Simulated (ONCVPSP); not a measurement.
## What one change does to a pseudopotential (gadolinium (Gd), ONCV)

- Element: Gd
- Generator: ONCVPSP 4.0.1
- Type: optimised norm-conserving Vanderbilt (ONCV)
- Functional: LDA (Perdew-Zunger)
- Relativity: scalar-relativistic
- Frozen core: [Kr] 4d10 5s2
- Valence charge: 16
- Reference configuration: 4f7 5p6 5d1 6s2
- Partial waves: 6s: rc 3.10 bohr, ncon 5, nbas 8, qcut 2.1 1/bohr, 2 projectors, debl 3.3 Ha; 5p: rc 1.80 bohr, ncon 3, nbas 6, qcut 5.1 1/bohr, 2 projectors, debl 1.3 Ha; 5d: rc 2.40 bohr, ncon 4, nbas 9, qcut 3.8 1/bohr, 2 projectors, debl 2.6 Ha; 4f: rc 1.45 bohr, ncon 4, nbas 9, qcut 13.2 1/bohr, 1 projector
- Local potential: polynomial inside 1.15 bohr (lpopt 5, dvloc0 0 Ha)
- Core correction: none

All-electron outer shells of the reference configuration (LDA (Perdew-Zunger), scalar-relativistic, ld1.x):

```
shell  level (eV)  outermost node (bohr)  outermost maximum (bohr)
   5s      -49.86                   0.65                      1.20
   5p      -27.36                   0.70                      1.35
   4f       -8.90                      –                      0.56
   6s       -4.27                   1.60                      3.33
   5d       -2.69                   0.79                      1.97
```

Change: d: rc 3.4.

Cutoffs: the cutoffs (Ha) at which the residual kinetic energy of the hardest occupied pseudo-wave falls to 1 and 0.1 mHa per electron; they do not see the model core or the augmentation charge, which bear on the density cutoff. Errors are all-electron minus pseudo energies relative to the spin-unpolarised reference configuration.

Task: Predict the effect on cutoff, ghosts and configuration errors.

Result: The potential gets neither clearly harder nor softer (69 Ha and 75 Ha → 69 Ha and 75 Ha); the bound ghosts move from d, s to s; of the 3 tests that both files solve, the error grows in 2 and shrinks in 0 by more than 15 % and 0.3 meV (median size 2.4 → 2.6 meV).

```csv
quantity,base,changed
"cutoff, loose",69 Ha,69 Ha
"cutoff, tight",75 Ha,75 Ha
loose cutoff by channel,"s 2.0 Ha, p 11 Ha, d 7.5 Ha, f 69 Ha","s 2.0 Ha, p 11 Ha, d 5.6 Ha, f 69 Ha"
bound ghosts,"s, d",s
GHOST(+) flags under 300 eV,"s at 53.9 eV, p at 133.4 eV","s at 53.9 eV, d at 130.2 eV, p at 133.4 eV"
"tests counted as reliable (solved cleanly; for ONCVPSP, near-neutral configurations with less than one 5d electron left out)",3 of 4,3 of 4
"error for 4f7 5p6 5d1 6s1, meV [ΔE 6.86 eV]",-1.6,-2.1
"error for 4f7 5p6 5d1 6s0, meV [ΔE 19.23 eV]",-7.3,-12
"error for 4f7 5p6 5d1 6s1 6p1, meV [ΔE 2.96 eV]",-2.4,-2.6
s: phases at 3.14 bohr within 0.05 rad from the reference energy up to (Ha; the scan ends near 5),1.1,1.1
p: phases at 1.83 bohr within 0.05 rad from the reference energy up to (Ha; the scan ends near 5),2.8,2.8
f: phases at 1.47 bohr within 0.05 rad from the reference energy up to (Ha; the scan ends near 5),1.1,1.1
```

 A true bound ghost makes a file unfit for plane-wave use even where its test errors are small: the radial tests pick states by their node count and pass the ghost by.
